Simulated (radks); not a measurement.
Q: N, 7 electrons, occupied as [He] 2s2 2p2 6p1 (not the ground configuration). Calculated with a radial shooting solver on a logarithmic mesh with Libxc functionals: Dirac Kohn-Sham, PBEsol, spin-unpolarised, spherical densities, finite nucleus; open shells fill j = l - 1/2 first; Fermi nuclear charge, rms radius 2.5582 fm. Some entries of the table are withheld. Estimate them.

orbital,occ.,eigenvalue (hartree),<1/r> (bohr^-1)
1s1/2,2,-14.66209,(1)
2s1/2,2,-1.15039,1.161
2p1/2,2,(2),(3)
2p3/2,0,(4),(5)
6p1/2,1,(6),(7)
6p3/2,0,(8),(9)

A: 
(1) 1s1/2 <1/r> (bohr^-1): 6.627
(2) 2p1/2 eigenvalue (hartree): -0.72080
(3) 2p1/2 <1/r> (bohr^-1): 1.043
(4) 2p3/2 eigenvalue (hartree): -0.71992
(5) 2p3/2 <1/r> (bohr^-1): 1.042
(6) 6p1/2 eigenvalue (hartree): -0.01404
(7) 6p1/2 <1/r> (bohr^-1): 0.03844
(8) 6p3/2 eigenvalue (hartree): -0.01403
(9) 6p3/2 <1/r> (bohr^-1): 0.03848
